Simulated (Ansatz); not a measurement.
C5H8O, charge -1, doublet, at a GFN2-xTB geometry (a state made from the parent by changing its charge; the spin is typed, not shown lowest) (a gas-phase anion, which may not be bound at this level); B3LYP/6-31G run with Ansatz (a program for electronic structure).

Ansatz was given this input:
Ansatz 0.2 input:
```yaml
crystal:
  periodic: [false, false, false]
  atoms:
    - {symbol: O, position_ang: [0.88502756, 1.89138057, -0.62225082]}
    - {symbol: C, position_ang: [0.38756476, 0.85731762, 0.00515967]}
    - {symbol: C, position_ang: [1.13479625, -0.47939487, 0.11570043]}
    - {symbol: C, position_ang: [0.06091587, -1.55598187, -0.03557877]}
    - {symbol: C, position_ang: [-1.19579130, -0.89337487, 0.52585615]}
    - {symbol: C, position_ang: [-1.11128514, 0.53554569, 0.00116732]}
    - {symbol: H, position_ang: [1.93200250, -0.57598887, -0.63485990]}
    - {symbol: H, position_ang: [1.62284296, -0.58463938, 1.10398020]}
    - {symbol: H, position_ang: [0.30327202, -2.49627006, 0.47880154]}
    - {symbol: H, position_ang: [-0.09341948, -1.78081320, -1.09525764]}
    - {symbol: H, position_ang: [-1.14880603, -0.89288776, 1.61946600]}
    - {symbol: H, position_ang: [-2.11387555, -1.41390551, 0.22542133]}
    - {symbol: H, position_ang: [-1.55104327, 0.59299776, -1.01598282]}
    - {symbol: H, position_ang: [-1.68839625, 1.23579241, 0.62260895]}
basis:
  gaussian:
    orbitals: 6-31G
hamiltonian:
  xc: b3lyp
total_charge: -1
magnetization: {spin_polarized: true, initial_magnetization: 1}
```

What the program printed (banner, timings and long lists left out):

```
Functional definition: B3LYP
966 factors; integrals over basis functions are off by at most 1.6e-4 eV
mean field evaluation 1: about -7354.3816 eV, gradient 3.1e1 eV
mean field evaluation 2: about -7345.7794 eV, gradient 5.5e1 eV
mean field evaluation 4: about -7358.6714 eV, gradient 2.5e0 eV
mean field evaluation 8: about -7358.9605 eV, gradient 4.7e-1 eV
mean field evaluation 16: about -7358.9617 eV, gradient 2.6e-4 eV
mean field -7358.96174202 eV, -270.4368559357 hartree, gradient 5.8e-5 eV, S^2 0.752911; 0 other end points of the search recorded, 0 dependent functions left out
reference -7358.96197338 eV, -270.4368644381 hartree; 24, 23 occupied and 46, 47 virtual orbitals, 966 factors
Total energy: -7358.96197338 eV, -270.4368644381 hartree
```
